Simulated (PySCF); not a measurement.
C5H12N2Si: full NMR table

```
Formula                               : C5H12N2Si
SMILES                                : C=C/C=N/N[SiH](C)C
Point group of the computed structure : C1
Degrees of unsaturation               : 2
Carbon signals                        : 4
Proton signals                        : 7
```

Atoms are numbered as in `[CH2:1]=[CH:2]/[CH:3]=[N:4]/[NH:5][SiH:6]([CH3:7])[CH3:8]`; H(Xn) means a hydrogen on atom n. Ha(C1) is cis to C3; Hb(C1) is trans to C3.

Computed data (PySCF): coordinates at the GFN2-xTB level, GIAO PBE0/pcSseg-1 shieldings. Non-relativistic, no solvent model, one averaged value for each set of equivalent atoms, one conformer.

Chemical shifts δ = σref − σ; TMS for ¹H (σref 31.72) and ¹³C (σref 186.93) and ²⁹Si (σref 349.16); NH3 for ¹⁵N (σref 267.73), all at this level.

| carbon | δC, type | δH (multiplicity) | HMBC from (2–3 bonds) | span of the C tensor (ppm) |
| --- | --- | --- | --- | --- |
| C1 | 121.3, CH2 | Ha(C1) 5.40 (m); Hb(C1) 5.49 (m) | H(C3), H(C2) | 211 |
| C2 | 145.9, CH | 6.75 (m) | H(C3), Hb(C1), Ha(C1) | 224 |
| C3 | 140.4, CH | 7.34 (d) | H(C2), Hb(C1), Ha(C1) | 144 |
| C7/C8 | -4.4, CH3 | 0.24 (d) | H(Si6), H(C7)/H(C8) | 13 |

Other nuclei:
| atoms | nucleus | environment | δ (ppm) | σ (ppm) |
| --- | --- | --- | --- | --- |
| H(N5) | ¹H | hydrogen on a nitrogen bonded to O or N | 5.36 | 26.35 |
| H(Si6) | ¹H | hydrogen on a silicon bonded to 2 C, N | 5.28 | 26.44 |
| Si6 | ²⁹Si | silicon bonded to 2 C, N, H | -24.9 | 374.1 |
| N4 | ¹⁵N | imine nitrogen | 398.8 | -131.1 |
| N5 | ¹⁵N | nitrogen bonded to O or N | 139.1 | 128.6 |

- Carbon types of the structure: 2 × CH, 1 × CH2, 2 × CH3, leaving 2 H on heteroatoms.
- δC 145.9: alkene CH; as expected for a trigonal carbon in a double bond.
- δC 140.4: C=N carbon.
- δC 121.3: terminal =CH2 carbon; an sp2 carbon of a C=C bond.
- δH 5.49, 5.40: hydrogen on a terminal =CH2 carbon; attached to an sp2 carbon and in the plane of the double bond.
- δH 0.24: hydrogen on a methyl carbon bonded to Si; an electropositive neighbour shields it, as in TMS itself.

Exchangeable OH/NH protons stand at their gas-phase positions; hydrogen bonding in a real sample shifts them, mostly to higher δ. Shifts are as computed. Against solution values, carbons near 30 ppm lie about +3 ppm off and those near 130 ppm about +5 ppm. Of 1211 compounds with measured shifts, 218 miss one by over three times the rms of a fit or turn the order of signals round; such compounds aren't used in these exercises. Experimental scales use liquid or dissolved standards, which lie at an offset from isolated NH3 (liquid NH3: subtract about 20 ppm). Unscaled 15N shifts of sp2 nitrogen come out 20 to 40 ppm too high even then. No couplings were computed; multiplicities are counted from neighbouring protons, with m where these are inequivalent, close in shift, in a saturated or five-membered ring or joined by F or P, and br s for small geminal =CH2 splittings.
